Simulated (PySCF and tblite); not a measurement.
Results of a calculation; reference values are marked as such.
System: C₆H₇N, numbered as in [CH2:1]=[CH:2][C:3]#[C:4][C@H:5]1[CH2:6][NH:7]1.

For the pyramidal inversion at N7: electronic barrier 17.33 kcal/mol, zero-point change -1.44 kcal/mol, thermal and entropy terms at 250 K a further -0.03 kcal/mol (symmetry numbers apart). The minimum is C1, the saddle C1. Level: B3LYP/pcSseg-1 + D3(BJ) on B3LYP-D3(BJ)/def2-SVP stationary points, with GFN2-xTB thermal terms. Rate constants are transition-state-theory values, counting equivalent paths, without tunnelling. Programs: tblite and PySCF.

Q: How many equivalent paths lead out of the minimum?

A: 1: the symmetry number of the minimum is 1, that of the saddle displaced along its mode 1.

Q: Work out the rate at 250 K.

A: ΔG‡ = 15.86 kcal/mol; k_B T/h = 5.2×10¹² s⁻¹; exp(−ΔG‡/RT) = 1.4×10⁻¹⁴; times 1 gives k = 0.072 s⁻¹.
